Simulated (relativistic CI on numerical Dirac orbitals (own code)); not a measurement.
**Line list: Electric-dipole lines, As X**

Method of calculation: Dirac-Coulomb-Breit CI, separate exchange-only KLI orbitals for each configuration, QED by a radiative potential, unscaled Slater integrals (own radial code, finite nucleus).

CI space (outside the closed core [Ne]): 3s²3p⁶3d⁶, 3s²3p⁵3d⁷, 3s²3p⁴3d⁸, 3s3p⁶3d⁷, 3s²3p⁶3d⁵4s, 3s²3p⁶3d⁵4p, 3p⁶3d⁸, 3s²3p⁶3d⁴4s², 3s²3p⁶3d⁵4d, 3s²3p⁶3d⁴4s4p, 3s²3p⁶3d⁵4f, 3s²3p⁶3d⁵5s, 3s²3p⁶3d⁴4p², 3s²3p⁶3d⁵5p, 3s3p⁵3d⁸, 3s²3p⁶3d⁵5d. Levels of other configurations are missing.

```csv
λ vac (Å),Lower,Upper,A (s⁻¹),gf,Branching (%)
113.97,3s²3p⁶3d⁶ ³F4 [7],3s²3p⁵3d⁷ ³D°3 [182],1.05e+11,1.43e+00,46.1
115.38,3s²3p⁶3d⁶ ³G3 [17],3s²3p⁵3d⁷ ³G°3 [189],1.90e+11,2.66e+00,76.8
115.63,3s²3p⁶3d⁶ ³G4 [16],3s²3p⁵3d⁷ ³G°4 [185],1.41e+11,2.54e+00,61.7
115.69,3s²3p⁶3d⁶ ⁵D4 [1],3s²3p⁵3d⁷ ⁵D°4 [143],1.58e+11,2.86e+00,69.6
116.12,3s²3p⁶3d⁶ ⁵D3 [2],3s²3p⁵3d⁷ ⁵D°4 [143],4.96e+10,9.02e-01,21.8
116.43,3s²3p⁶3d⁶ ⁵D2 [3],3s²3p⁵3d⁷ ⁵P°2 [142],9.63e+10,9.79e-01,43.9
116.46,3s²3p⁶3d⁶ ¹I6 [22],3s²3p⁵3d⁷ ¹I°6 [199],1.75e+11,4.62e+00,95.1
116.76,3s²3p⁶3d⁶ ⁵D3 [2],3s²3p⁵3d⁷ ⁵D°3 [138],7.65e+10,1.09e+00,43.0
117.01,3s²3p⁶3d⁶ ⁵D2 [3],3s²3p⁵3d⁷ ⁵D°3 [138],5.62e+10,8.07e-01,31.6
117.06,3s²3p⁶3d⁶ ⁵D4 [1],3s²3p⁵3d⁷ ³F°4 [131],4.28e+10,7.90e-01,40.8
117.08,3s²3p⁶3d⁶ ⁵D3 [2],3s²3p⁵3d⁷ ³F°3 [136],5.73e+10,8.25e-01,33.7
117.30,3s²3p⁶3d⁶ ⁵D3 [2],3s²3p⁵3d⁷ ⁵D°2 [134],1.38e+11,1.42e+00,54.9
117.64,3s²3p⁶3d⁶ ⁵D2 [3],3s²3p⁵3d⁷ ⁵D°1 [133],2.12e+11,1.32e+00,82.6
118.33,3s²3p⁶3d⁶ ⁵D4 [1],3s²3p⁵3d⁷ ¹F°3 [123],5.78e+10,8.50e-01,49.3
118.68,3s²3p⁶3d⁶ ⁵D4 [1],3s²3p⁵3d⁷ ⁵P°3 [121],1.52e+11,2.25e+00,80.5
118.69,3s²3p⁶3d⁶ ³H5 [9],3s²3p⁵3d⁷ ³H°5 [163],1.08e+11,2.51e+00,69.9
118.99,3s²3p⁶3d⁶ ³F4 [7],3s²3p⁵3d⁷ ³H°4 [161],8.66e+10,1.65e+00,46.4
120.62,3s²3p⁶3d⁶ ³H6 [8],3s²3p⁵3d⁷ ³H°6 [149],1.63e+11,4.61e+00,90.4
127.95,3s²3p⁶3d⁶ ⁵D4 [1],3s²3p⁵3d⁷ ⁵F°5 [50],4.21e+10,1.14e+00,83.1
664.44,3s²3p⁶3d⁵4s ⁵G6 [45],3s²3p⁶3d⁵4p ⁵H°7 [197],4.08e+09,4.05e+00,99.7
```

Terms are leading LS components. Brackets give the number of a level in order of energy, since labels repeat. The list gives strong lines, with weight on those to low levels, without lines whose two gauges differ by over a factor of 2.5, among the lowest 200 of 2886 levels, so that lines to higher ones, which can be the strongest, are missing. Levels whose partners in the same complex of configurations lie outside the list can be far off, and so can their lines. Rates are taken at the computed energies, electric ones in the length gauge.

At this charge energies of transitions that change n are usually good to better than 1 %, and those within a shell (Δn = 0) to a few per cent. Terms inside the open d or f shell come out 10 to 20 % too wide with unscaled integrals.
